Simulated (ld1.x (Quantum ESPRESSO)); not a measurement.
## cadmium: one change to a TM potential, before and after

| Property | Result |
| --- | --- |
| Element | cadmium |
| Generator | ld1.x (Quantum ESPRESSO) 7.5 |
| Type | norm-conserving Troullier–Martins (Kleinman–Bylander form) |
| Functional | PBE |
| Relativity | scalar-relativistic |
| Frozen core | [Kr] |
| Valence charge | 12 |
| Reference configuration | 4d10 5s2 5p0 |
| Partial waves | 5s (bound): rc 2.15 bohr; 5p (bound, empty): rc 3.00 bohr; 4d (bound): rc 1.75 bohr |
| Local potential | the d channel |
| Core correction | a·sin(br)/r model core, default radius (core density twice the valence density) |

Change: wave 5s (bound): rc 2.15 bohr becomes 5s (bound): rc 3.28 bohr.

Cutoffs: the cutoffs (Ry, on a coarse ladder) from which the occupation-weighted sum of valence levels, in a spherical-Bessel basis at the reference potential, stays within 10 and 1 mRy of its value at 400 Ry; they do not see the model core or the augmentation charge, which bear on the density cutoff. Errors are all-electron minus pseudo energies relative to the spin-unpolarised reference configuration.

Task: Predict the effect on cutoff, ghosts and configuration errors.

Result: The potential gets neither clearly harder nor softer (70 Ry and 100 Ry → 70 Ry and 100 Ry); both files keep a bound ghost (p, s); of the 6 tests that both files solve, the error grows in 5 and shrinks in 0 by more than 15 % and 0.3 meV (median size 7.7 → 31.5 meV). More of the atom is replaced by a form fitted at one configuration, so other configurations suffer.

| quantity | base | changed |
| --- | --- | --- |
| cutoff, loose | 70 Ry | 70 Ry |
| cutoff, tight | 100 Ry | 100 Ry |
| loose cutoff by channel (10 mRy a level) | s 8 Ry, d 55 Ry | s 6 Ry, d 55 Ry |
| bound ghosts | s, p | s, p |
| tests counted (converged, no solver errors) | 6 of 7 | 6 of 7 |
| error for 4d10 5s1 5p0, meV [ΔE 9.27 eV] | -7.2 | -10 |
| error for 4d10 5s0 5p0, meV [ΔE 26.40 eV] | -42 | -95 |
| error for 4d9 5s0 5p0, meV [ΔE 64.41 eV] | -78 | -405 |
| error for 4d10 5s0 5p2, meV [ΔE 9.67 eV] | -8.3 | -52 |
| error for 4d10 5s1.5 5p0, meV [ΔE 3.71 eV] | -1.7 | -1.7 |
| error for 4d10 5s1 5p1, meV [ΔE 4.67 eV] | -2.2 | -11 |

Base: Tests not counted: 4d9 5s2 5p1 (solver errors, printed error -2.9 eV). Changed file: Tests not counted: 4d9 5s2 5p1 (solver errors, printed error -2.5 eV). A true bound ghost makes a file unfit for plane-wave use even where its test errors are small: the radial tests pick states by their node count and pass the ghost by. Where a test does run into it, the solver fails or the error is huge.
